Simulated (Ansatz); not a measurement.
Isolated molecules relaxed with PBE0-D4/def2-TZVP in Ansatz; ΔE leaves out vibrations. CCSD(T)/CBS adds triple-zeta CCSD(T) − MP2 to the extrapolated MP2 energy (def2 sets, frozen cores). Functionals use def2-TZVPP. B3LYP here is the variant with VWN-RPA as its local correlation; programs differ in this. One conformer a species, not always the lowest.

Consider the redistribution: `C=C[SiH](O)Cl` + `O=CC[SiH3]` → `O=CC[SiH](O)Cl` + `C=C[SiH3]`.

`C=C[SiH](O)Cl`:

Cartesian coordinates in Å:
```
C -1.644 0.143 -0.241
C -0.496 -0.200 -0.820
Si 1.141 0.114 -0.022
O 0.983 0.566 1.542
Cl 2.236 -1.628 -0.169
H -2.606 -0.040 -0.711
H -1.669 0.628 0.730
H -0.523 -0.680 -1.797
H 1.923 1.182 -0.677
H 0.654 -0.085 2.165
```

`O=CC[SiH3]`:

```xyz
10

O     0.632    1.745    0.869
C    -0.118    0.886    1.250
C    -0.460   -0.336    0.456
Si    0.415   -0.389   -1.217
H    -0.603    0.972    2.246
H    -0.215   -1.220    1.058
H    -1.550   -0.376    0.334
H     1.886   -0.413   -1.036
H    -0.002   -1.640   -1.907
H     0.016    0.771   -2.051
```

`O=CC[SiH](O)Cl`:

```xyz
11

O     0.241    0.380   -2.665
C     0.812    0.050   -1.661
C     0.172   -0.707   -0.545
Si   -0.465    0.419    0.802
O    -1.024   -0.569    1.974
Cl    1.081    1.584    1.502
H     1.875    0.323   -1.499
H    -0.686   -1.272   -0.920
H     0.889   -1.385   -0.071
H    -1.499    1.358    0.316
H    -1.396   -0.181    2.767
```

`C=C[SiH3]`:

Z-matrix (Å, degrees):
```
Si
C 1 1.859
H 1 1.488 2 110.8
H 1 1.487 2 109.0 3 -120.3
H 1 1.488 2 110.8 3 119.3
C 2 1.330 1 123.1 3 120.2
H 2 1.089 1 118.8 3 -59.8
H 6 1.087 2 122.2 1 -180.0
H 6 1.087 2 121.7 1 0.0
```

Task: Is it downhill or uphill in electronic energy at CCSD(T)/CBS, and by how much? (Best estimate.)

Result: Computed: Downhill: ΔE = -4.0 kJ/mol.

Task: What do these levels give: r2SCAN-D4, B3LYP-D4, ωB97X-V, PBE, HF/def2-TZVPP, MP2/def2-TZVPP, SCS-MP2/def2-TZVPP, CCSD/def2-TZVPP, HF/def2-QZVPP, MP2/def2-QZVPP, MP2/CBS(def2), CCSD/CBS(def2)? (An estimate is asked.)

Result: The calculation gave: r2SCAN-D4 -6.6, B3LYP-D4 -5.4, ωB97X-V -3.9, PBE -6.6, HF/def2-TZVPP -3.3, MP2/def2-TZVPP -4.7, SCS-MP2/def2-TZVPP -4.0, CCSD/def2-TZVPP -3.3, HF/def2-QZVPP -3.5, MP2/def2-QZVPP -5.1, MP2/CBS(def2) -5.2, CCSD/CBS(def2) -3.9 kJ/mol.

Largest T1 diagnostic among the species: 0.014.
